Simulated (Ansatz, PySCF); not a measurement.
This PySCF input computes a CCSD(T)/cc-pVDZ energy:

```python
from pyscf import gto, scf, mp, cc as ccmod

mol = gto.M(
    atom='''
    O    -0.00000000   -0.00000000   -1.13481261
    C     0.00000000    0.00000000    0.04054995
    N     0.00000000    0.00000000    1.26217160
    ''',
    basis='cc-pvdz',
    charge=0,
    spin=1,
    symmetry='C2v',
    verbose=4,
)

mf = scf.UHF(mol)
mf.conv_tol = 1e-10
mf.max_cycle = 100
mf.kernel()
mp2 = mp.MP2(mf, frozen=3).run()
cc = ccmod.CCSD(mf, frozen=3)
cc.max_cycle = 100
cc.kernel()
et = cc.ccsd_t()
print(f'E(CCSD(T)) = {cc.e_tot + et:.9f}')
```

Q: Write an input for the same energy in Ansatz (a program for electronic structure) and say what it gives.

A: 
Ansatz 0.2 input:
```yaml
crystal:
  periodic: [false, false, false]
  atoms:
    - {symbol: O, position_ang: [-0.00000000, -0.00000000, -1.13481261]}
    - {symbol: C, position_ang: [0.00000000, 0.00000000, 0.04054995]}
    - {symbol: N, position_ang: [0.00000000, 0.00000000, 1.26217160]}
basis:
  gaussian:
    orbitals: cc-pVDZ
magnetization: {spin_polarized: true, initial_magnetization: 1}
correlation: {method: ccsd_t, electrons: outside_noble_gas}
```
It gives -167.59663 Eh, and PySCF -167.59663 Eh, a difference of 0.00 mEh.

It need not be the lowest isomer of its formula.
